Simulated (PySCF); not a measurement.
Ionisation energy of N⁺ by level of theory

N⁺ [He] 2s2 2p2 (3P) → N²⁺ [He] 2s2 2p1 (2P), as a difference of total energies. Computed with PySCF 2.14 in aug-cc-pwCVQZ (9s8p6d4f2g, 109 functions), with the non-relativistic Hamiltonian (point nucleus). Correlated levels: valence: 1s2 frozen; valence and next inner shell: nothing frozen. The calculations carry no spin-orbit coupling.

```
                                method  ionisation energy (eV)  difference from reference (eV)
                                   UHF                  29.205                          -0.396
                                   LDA                  30.060                          +0.459
                                   PBE                  29.900                          +0.299
                                  PBE0                  29.911                          +0.310
                                r2SCAN                  30.135                          +0.534
                                 M06-L                  29.902                          +0.301
                                 B97-3                  29.868                          +0.267
                               LC-wPBE                  30.096                          +0.495
                         MP2 (valence)                  29.671                          +0.070
                     SCS-MP2 (valence)                  29.526                          -0.075
    MP2 (valence and next inner shell)                  29.719                          +0.118
SCS-MP2 (valence and next inner shell)                  29.563                          -0.038
```

Reference: 29.601 eV (semi-empirical (NIST evaluation); NIST Atomic Spectra Database, ionization energies).

Errors of the correlated levels include the incompleteness of this basis and the frozen core.
